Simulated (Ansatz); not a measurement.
Start from `Cl[CH2][SnH3]` and change one atom or group to get `[CH3][SnH2][CH2]Cl`.

Ansatz, PBE0-D4/def2-TZVP geometries, multiplicity 1. Each molecule was computed in one conformer, which needn't be the lowest.

Elements past krypton have def2 core potentials.

| property | `Cl[CH2][SnH3]` |
| --- | --- |
| LUMO energy (PBE0/def2-TZVPP) / eV | -0.22 |
| LUMO energy (ωB97M-V/def2-TZVPP) / eV | 1.21 |
| HOMO–LUMO gap (PBE0/def2-TZVPP) / eV | 7.49 |
| size of the dipole moment (ωB97M-V/def2-TZVPP) / D | 1.69 |
| HOMO energy (PBE0/def2-TZVPP) / eV | -7.70 |
| LUMO energy (PBE/def2-TZVPP) / eV | -1.04 |

(1) Give the same properties after the change, and the shifts. (Best estimate.)

Answers

(1) The calculation gave: 
```json
{"property": "LUMO energy (PBE0/def2-TZVPP) / eV", "`[CH3][SnH2][CH2]Cl`": "-0.02", "shift": "0.20"}
{"property": "LUMO energy (ωB97M-V/def2-TZVPP) / eV", "`[CH3][SnH2][CH2]Cl`": "1.35", "shift": "0.14"}
{"property": "HOMO–LUMO gap (PBE0/def2-TZVPP) / eV", "`[CH3][SnH2][CH2]Cl`": "7.53", "shift": "0.04"}
{"property": "size of the dipole moment (ωB97M-V/def2-TZVPP) / D", "`[CH3][SnH2][CH2]Cl`": "1.57", "shift": "-0.12"}
{"property": "HOMO energy (PBE0/def2-TZVPP) / eV", "`[CH3][SnH2][CH2]Cl`": "-7.55", "shift": "0.15"}
{"property": "LUMO energy (PBE/def2-TZVPP) / eV", "`[CH3][SnH2][CH2]Cl`": "-0.85", "shift": "0.19"}
```

With PBE0 the HOMO rises by 0.15 eV and the LUMO rises by 0.20 eV, so the gap widens by about 0.05 eV. PBE moves the HOMO by 0.15 eV and ωB97M-V by 0.15 eV. Dipoles are sizes alone; their direction can turn.
